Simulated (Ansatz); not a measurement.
CH₆SiZn⁺, that is ZnMe(SiH3) with one electron fewer. The state is a doublet with charge 1. Geometry PBE-D4/def2-SVP; atoms count from 1.

| atom | x (Å) | y (Å) | z (Å) |
| --- | --- | --- | --- |
| Zn1 | 0.033 | 0.179 | 0.146 |
| C2 | 0.340 | 1.727 | 1.408 |
| H3 | 1.062 | 1.329 | 2.146 |
| H4 | -0.665 | 1.939 | 1.819 |
| H5 | 0.746 | 2.525 | 0.757 |
| Si6 | -0.346 | -1.756 | -1.431 |
| H7 | -1.414 | -1.204 | -2.323 |
| H8 | -0.767 | -2.832 | -0.480 |
| H9 | 1.013 | -1.907 | -2.041 |

Problem. Estimate the Mulliken populations from the PBE0/def2-TZVP orbitals of Ansatz.

Solution. 
```json
{"atom": "Zn1", "charge (e)": "0.44", "spin (α − β)": "0.08", "d electrons": "10.03"}
{"atom": "C2", "charge (e)": "-0.40", "spin (α − β)": "0.47", "d electrons": "–"}
{"atom": "H3", "charge (e)": "0.20", "spin (α − β)": "-0.01", "d electrons": "–"}
{"atom": "H4", "charge (e)": "0.20", "spin (α − β)": "-0.01", "d electrons": "–"}
{"atom": "H5", "charge (e)": "0.20", "spin (α − β)": "-0.01", "d electrons": "–"}
{"atom": "Si6", "charge (e)": "0.11", "spin (α − β)": "0.43", "d electrons": "–"}
{"atom": "H7", "charge (e)": "0.08", "spin (α − β)": "0.01", "d electrons": "–"}
{"atom": "H8", "charge (e)": "0.08", "spin (α − β)": "0.01", "d electrons": "–"}
{"atom": "H9", "charge (e)": "0.08", "spin (α − β)": "0.01", "d electrons": "–"}
```
Mulliken values and Mayer orders depend strongly on the basis.

Problem. Where does the spin sit?

Solution. Summed by element: Zn 0.08, C 0.47, H 0.01, Si 0.43, of 1 unpaired in all. Largest on single atoms: C2 0.47, Si6 0.43, Zn1 0.08.

Problem. And the Mayer bond orders between bonded heavy atoms (over 0.3)?

Solution. Zn1–C2 0.81 (2.02 Å); Zn1–Si6 0.62 (2.52 Å).
